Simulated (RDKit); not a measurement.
Job for RDKit: MMFF94 on CH4 (SMILES C).

```python
from rdkit import Chem
from rdkit.Chem import AllChem, rdDetermineBonds

blocks = [
'''5

C     0.00000000    0.00000000   -0.00000000
H     0.62892441    0.62892441    0.62892441
H    -0.62892441   -0.62892441    0.62892441
H     0.62892442   -0.62892442   -0.62892441
H    -0.62892442    0.62892442   -0.62892441
''',
]
mol = None
for b in blocks:
    f = Chem.MolFromXYZBlock(b)
    rdDetermineBonds.DetermineBonds(f, charge=0)
    mol = f if mol is None else Chem.CombineMols(mol, f)
Chem.SanitizeMol(mol)
print(Chem.MolToSmiles(Chem.RemoveHs(mol)))
ff = AllChem.MMFFGetMoleculeForceField(mol, AllChem.MMFFGetMoleculeProperties(mol), nonBondedThresh=100.0, ignoreInterfragInteractions=False)
e = ff.CalcEnergy()
print(f'MMFF94 energy {e:.6f} kcal/mol')
```

The log:

```
C
MMFF94 energy 0.037806 kcal/mol
```

The run finished.

Cost: roughly 0.04 core-seconds.
